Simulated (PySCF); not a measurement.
## Excitation energy of Tc²⁺ by level of theory

Tc²⁺ [Kr] 4d5 (6S) → Tc²⁺ [Kr] 4d4 5p1 (high-spin determinant), as a difference of total energies. Computed with PySCF 2.14 in aug-cc-pwCVDZ-PP with ECP28MDF (6s6p5d3f, 70 functions), with scalar relativity through the core potential. Correlated levels: valence and next inner shell: nothing frozen outside the core potential. The calculations carry no spin-orbit coupling.

```
                                method  excitation energy (eV)
                                   UHF                  11.196
    MP2 (valence and next inner shell)                  11.378
SCS-MP2 (valence and next inner shell)                  11.260
   CCSD (valence and next inner shell)                  11.246
CCSD(T) (valence and next inner shell)                  11.236
```

Problem. How much does correlation contribute at CCSD(T) (valence and next inner shell)?

Solution. 11.236 − (11.196) = 0.040 eV, measured against UHF.

The determinant of the upper state mixes LS terms, which raises its energy above the lowest term, most at the Hartree-Fock and MP2 levels.
